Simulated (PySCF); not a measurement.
A species of formula C5H10O2SSi has this rotational fingerprint, computed with PBE0/pcSseg-1 in PySCF (dipole) on a GFN2-xTB geometry, gas phase:

- Rotational constants: A = 1792, B = 924.7, C = 680.4 MHz
- Dipole components: |μa| = 1.28 D, |μb| = 0.65 D, |μc| = 1.68 D
- Inertial defect: -85.74 u·Å²
- κ: -0.56

Question: Which structure is it? (One computed conformer of each.)
A. `[CH2:1]=[C:2]1[C@@H:3]([OH:4])[C@H:5]([SiH3:6])[CH2:7][S@:8]1=[O:9]` with C2–C3–O4–H 59°, C1–C2–C3–O4 30°, C2–C3–C5–Si6 169°, C3–C5–C7–S8 -49°, C5–C7–S8–O9 -72°
B. `[CH3:1][O:2]/[CH:3]=[CH:4]/[Si@@H:5]1[O:6][CH2:7][CH2:8][S:9]1` with C1–O2–C3–C4 0°, C3–C4–Si5–O6 8°, C4–Si5–O6–C7 -135°, Si5–O6–C7–C8 39°, O6–C7–C8–S9 -45°, C7–C8–S9–Si5 30°
C. `[SiH3:1][O:2][C:3](=[S:4])[O:5][CH2:6][CH:7]1[CH2:8][CH2:9]1` with Si1–O2–C3–S4 179°, O2–C3–O5–C6 179°, C3–O5–C6–C7 180°, O5–C6–C7–C8 83°

Answer: A. It is C=C1[C@@H](O)[C@H]([SiH3])C[S@]1=O, an asymmetric top, point group C1. The candidates at the same level (rigid rotor, commonest isotopes):

```json
{"SMILES": "[SiH3]OC(=S)OCC1CC1", "A (MHz)": "1575", "B (MHz)": "700.4", "C (MHz)": "505.1", "μa (D)": "2.52", "μb (D)": "3.43", "μc (D)": "0.44", "Δ (u·Å²)": "-41.87", "point group": "C1", "rotor": "asymmetric top"}
{"SMILES": "CO/C=C/[Si@@H]1OCCS1", "A (MHz)": "2458", "B (MHz)": "584.7", "C (MHz)": "545.3", "μa (D)": "1.28", "μb (D)": "0.34", "μc (D)": "0.36", "Δ (u·Å²)": "-143.25", "point group": "C1", "rotor": "near-prolate asymmetric top"}
{"SMILES": "C=C1[C@@H](O)[C@H]([SiH3])C[S@]1=O", "A (MHz)": "1792", "B (MHz)": "924.7", "C (MHz)": "680.4", "μa (D)": "1.28", "μb (D)": "0.65", "μc (D)": "1.68", "Δ (u·Å²)": "-85.74", "point group": "C1", "rotor": "asymmetric top"}
```

`CO/C=C/[Si@@H]1OCCS1` has A 37 % too high; `[SiH3]OC(=S)OCC1CC1` has C 26 % too low. No structure here is proved a minimum.
